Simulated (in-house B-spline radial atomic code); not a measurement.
The numbers below are computed, except where a source is named.
Al in an electron gas of r_s = 1.8: phase shifts, screening and friction

A nucleus sits in a uniform electron gas with a rigid positive background. The Kohn-Sham equations are solved self-consistently in the spin-unpolarised LDA (PW92), non-relativistic, on B-splines with outgoing waves at the boundary and partial waves to l = 8. The model has no lattice, no bands and no magnetic solution. Atomic units; δ_l are the phase shifts at the Fermi level, counted so that each bound state adds π, and good to about 0.0005.

The density parameter is r_s = 1.8 bohr.

```
l  δ_l (rad)
0     6.3769
1     3.8205
2     0.4103
3     0.0555
4     0.0114
5     0.0026
6     0.0006
7     0.0001
8     0.0000
```

Bound levels below the band bottom (hartree): s -54.54, s -3.4, p -2.024, s -0.001621.

Q: Check the Friedel sum rule, and say where the screening charge sits.

A: k_F = (9π/4)^(1/3)/r_s = 1.06620. The rule is Z = (2/π) Σ (2l + 1) δ_l. The terms are s 4.060, p 7.297, d 1.306, f 0.247 and 0.089 beyond, in all 12.999 against Z = 13. Bound states hold 6 s, 6 p, 0 d electrons, so the scattering states carry 1.00 in all; where a term is smaller than its bound count, the bound level has drawn weight out of the band.

Q: Find the transport cross section and the electronic stopping of a 1 keV Al ion (mass 26.98 u).

A: σ_tr = (4π/k_F²) Σ (l + 1) sin²(δ_l − δ_(l+1)). The terms for l = 0 to 3 are 0.3051, 0.1409, 0.3621, 0.0078, all together 0.8162, so σ_tr = 11.054 × 0.8162 = 9.023 bohr². With n = 3/(4π r_s³) = 0.04093, the friction coefficient is Q = n k_F σ_tr = 0.3938. For v well below v_F = 1.066, dE/dx = Q v; with 24801 eV per u at v = 1, v = √(1000/(24801 × 26.98)) = 0.0387, so dE/dx = 0.01522 hartree/bohr = 7.83 eV/nm. The largest term couples the d and f waves.
